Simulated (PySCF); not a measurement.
HF, SMILES F. Geometry optimised at PBE0-D3(BJ)/def2-TZVPD.

TDDFT-LC-ωPBE/def2-TZVPD (PySCF 2.14.0) puts the lowest singlet excitations at 10.17, 10.17, 13.07, 13.08, 13.08, 13.11 eV.

Task: What are the lowest excitation roots from ADC(2)/aug-cc-pVDZ (PySCF)? (Estimate from the structure and the level; the computed values follow.)

Result: 9.60, 9.60, 13.31, 13.31, 13.87, 14.44 eV. S1 differs by -0.57 eV (second minus first; roots are paired by order, and the bases may differ).
